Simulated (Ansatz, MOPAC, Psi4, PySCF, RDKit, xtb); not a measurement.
Dimer: H4SeSi (SMILES [SiH3][SeH]) (first 6 atoms) with HF (SMILES F); geometry from B3LYP-D3(BJ)/def2-TZVP, rigid monomers moved along the line of their centres of mass till Se2···H8 is 2.71 Å.
(charge 0, multiplicity 1):
```xyz
8

Si     0.61403    -1.35464     0.86011
Se    -0.47344     0.68384     0.98736
H      0.05015    -2.15992    -0.24271
H      2.01750    -0.99594     0.57953
H      0.48859    -2.07773     2.13964
H     -1.75220     0.08040     1.39748
F      0.96357     0.78956     4.31710
H      0.51259     0.89909     3.49986
```

```csv
level,interaction energy (kcal/mol),"minus CCSD(T)/CBS(def2-SVPD, def2-TZVPPD)",cost
UFF,0.78,5.13,-
GFN-FF,-4.54,-0.19,-
AM1,-1.20,3.15,-
PM3,-4.65,-0.30,-
PM6,0.05,4.40,-
PM7,-1.10,3.25,-
GFN1-xTB,-3.61,0.74,-
GFN2-xTB,-2.94,1.41,-
HF/3-21G (no counterpoise),-4.33,0.02,-
HF/6-31G*,-2.98,1.37,-
HF/6-31G* (no counterpoise),-3.87,0.48,-
HF/def2-SVPD,-3.38,0.96,-
HF/def2-TZVPPD,-3.17,1.18,-
PBE/def2-TZVPPD,-4.91,-0.57,×1
PBE-D3(BJ)/def2-TZVPPD,-5.60,-1.25,×1
BP86/6-31G* (no counterpoise),-5.01,-0.66,-
r2SCAN/def2-TZVPPD,-4.90,-0.55,×2
r2SCAN-D3(BJ)/def2-TZVPPD,-5.15,-0.80,×2
r2SCAN-D4/def2-TZVPPD,-5.09,-0.75,×2
B3LYP/3-21G (no counterpoise),-5.88,-1.53,-
B3LYP/6-31G*,-4.07,0.28,-
B3LYP/6-31G* (no counterpoise),-5.36,-1.01,-
B3LYP/def2-TZVPPD,-4.13,0.22,×1
B3LYP-D3(BJ)/def2-TZVPPD,-5.27,-0.92,×1
B3LYP-D4/def2-TZVPPD,-4.98,-0.63,×1
PBE0/def2-TZVPPD,-4.67,-0.32,×1
PBE0-D3(BJ)/def2-TZVPPD,-5.32,-0.97,×1
PBE0-D4/def2-TZVPPD,-5.19,-0.84,×1
M06-2X/6-31G* (no counterpoise),-5.48,-1.13,-
MP2/6-31G*,-3.50,0.85,-
MP2/6-31G* (no counterpoise),-5.14,-0.79,-
MP2/def2-SVPD,-4.22,0.13,-
MP2/def2-TZVPPD,-4.28,0.06,-
SCS-MP2/def2-SVPD,-3.86,0.49,-
SCS-MP2/def2-TZVPPD,-3.89,0.46,-
CCSD/def2-SVPD,-3.96,0.39,-
CCSD/def2-TZVPPD,-4.00,0.35,-
CCSD(T)/def2-TZVPPD,-4.22,0.13,×100*
"CCSD(T)/CBS(def2-SVPD, def2-TZVPPD)",-4.35,0.00,×100*
SAPT0/aug-cc-pVDZ,-4.73,-0.38,-
```

 The comparison column counts from a level with limits of its own.

The rows run from -5.88 (B3LYP/3-21G (no counterpoise)) to 0.78 kcal/mol (UFF). In def2-TZVPPD the value moves HF -3.17, MP2 -4.28, CCSD -4.00, CCSD(T) -4.22, a shift of -1.05 from HF to CCSD(T). From def2-SVPD to def2-TZVPPD MP2 changes by -0.06. The dispersion term adds -0.68 in PBE-D3(BJ), -0.25 in r2SCAN-D3(BJ), -0.20 in r2SCAN-D4. The 4 functionals in def2-TZVPPD without D3 or D4 span 0.79, from PBE to B3LYP.

Monomers are frozen at their geometry in the pair; levels with a basis set take the counterpoise correction. Rows marked so take none. RDKit's UFF carries no charges.

Cores are frozen in the correlated methods. Filled d and f shells under p-block atoms count as core. CBS: X⁻³ extrapolation of the correlation energy, Hartree–Fock from the larger set. Rows in 3-21G, 6-31G* carry no dispersion term and start afresh at each structure (6-31G* with six Cartesian d functions); the Pople sets are all-electron and without relativity. MP2/6-31G* freezes PySCF's default core, which leaves 3d correlated. The state reached by AM1, PM3, PM6, PM7 isn't checked; PM7 holds dispersion and hydrogen-bond terms.

Codes used: Ansatz (a first-principles code) with Gaussian orbitals; MOPAC for AM1, PM3, PM6, PM7 (differences of heats of formation); Psi4 for SAPT; PySCF for 3-21G rows, 6-31G* rows, the dispersion terms; RDKit for the force fields; xtb for the GFN methods. Each number belongs to the level named beside it.

Costs are rough ratios of core time to PBE/def2-TZVPPD (about 7 s over the structures, on one shared machine); a dash marks a level with no comparable run of its own. A star marks coupled-cluster runs past 200 virtual orbitals, where the program's memory plan changes under this machine's limit, so their costs aren't comparable with smaller runs.
